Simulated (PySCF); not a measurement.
First SCF of a structure search on doublet ZrOBr, at a hand-made bent geometry. PySCF input:

```python
from pyscf import gto, scf, dft
mol = gto.M(atom='''
Zr     0.000000     0.000000     0.000000
O     -1.507200     0.000000     1.055400
Br     2.195300     0.000000     1.537200''',
    basis={'Zr': 'def2-TZVP', 'O': 'def2-TZVP', 'Br': 'def2-TZVP'},
    ecp={'Zr': 'def2-TZVP'},
    charge=0, spin=1)
mf = dft.UKS(mol, xc='PBE0')
mf.grids.atom_grid = (50, 194)
aux = {'Zr': 'def2-universal-JKFIT', 'O': 'def2-universal-JKFIT', 'Br': 'def2-universal-JKFIT'}
mf = mf.density_fit(auxbasis=aux)
mf.conv_tol = 1e-08
mf.diis_space = 10
mf.max_cycle = 60
mf.init_guess = 'minao'
mf.verbose = 4
mf.kernel()
```

Excerpt of the output (cycles alone):

```
init E= -2689.55637682603
cycle= 1 E= -2695.28333991386  delta_E= -5.73  |g|= 1.27  |ddm|= 3.23
cycle= 2 E= -2685.37486843704  delta_E= 9.91  |g|= 2.69  |ddm|= 5.87
cycle= 3 E= -2695.13942326843  delta_E= -9.76  |g|= 1.48  |ddm|= 5.66
cycle= 4 E= -2695.92954967502  delta_E= -0.79  |g|= 0.622  |ddm|= 0.703
cycle= 5 E= -2696.13421703368  delta_E= -0.205  |g|= 0.113  |ddm|= 0.507
cycle= 6 E= -2696.13984599675  delta_E= -0.00563  |g|= 0.0752  |ddm|= 0.21
cycle= 7 E= -2696.14162628569  delta_E= -0.00178  |g|= 0.0244  |ddm|= 0.0621
cycle= 8 E= -2696.14198973676  delta_E= -0.000363  |g|= 0.0114  |ddm|= 0.036
cycle= 9 E= -2696.14223332003  delta_E= -0.000244  |g|= 0.0058  |ddm|= 0.0499
cycle= 10 E= -2696.14234567258  delta_E= -0.000112  |g|= 0.00272  |ddm|= 0.0425
cycle= 11 E= -2696.14237620055  delta_E= -3.05e-05  |g|= 0.00204  |ddm|= 0.0219
cycle= 12 E= -2696.14238969661  delta_E= -1.35e-05  |g|= 0.000692  |ddm|= 0.0178
cycle= 13 E= -2696.14239192863  delta_E= -2.23e-06  |g|= 0.00019  |ddm|= 0.00935
cycle= 14 E= -2696.14239205599  delta_E= -1.27e-07  |g|= 0.000112  |ddm|= 0.00082
cycle= 15 E= -2696.14239211997  delta_E= -6.4e-08  |g|= 4.72e-05  |ddm|= 0.00115
cycle= 16 E= -2696.14239212829  delta_E= -8.32e-09  |g|= 2.53e-05  |ddm|= 0.000357
Extra cycle  E= -2696.14239212911  delta_E= -8.24e-10  |g|= 3.96e-05  |ddm|= 6.76e-05
converged SCF energy = -2696.14239212911  <S^2> = 0.75692352  2S+1 = 2.0069116
```

No lower solution of this spin was found from smeared starts or by a stability analysis within the unrestricted form.

With open d or f shells other occupations or spin states may lie lower.

The search for the lowest solution, 3 starts and the stability check together, took 23 s on 4 threads of a shared Arm Neoverse N1 host, with 119 basis functions; the process peaked at 0.45 GiB.
